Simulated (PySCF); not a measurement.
C2H6N, SMILES C=[NH+]C, charge +1. Coordinates come from a PBE-D3(BJ)/def2-TZVP optimisation. The isomer is the one that the SMILES or the coordinates give; other isomers of the formula were not compared.

Question: Give the equilibrium geometry at PBE-D3(BJ)/def2-TZVP (PySCF confirms it by a frequency run) as Cartesian coordinates in Å, and its point group. (An estimate is asked for; the answer gives what the named calculation found.)

Answer: point group Cs.
```xyz
9

C     -0.2322    -1.2379     0.0000
N      0.4103    -0.1306     0.0000
C     -0.1694     1.2142     0.0000
H     -1.3248    -1.2270     0.0000
H      0.3181    -2.1812     0.0000
H      1.4374    -0.1717     0.0000
H      0.1841     1.7466     0.8939
H     -1.2618     1.1438     0.0000
H      0.1841     1.7466    -0.8939
```
Charge +1, spin multiplicity 1.
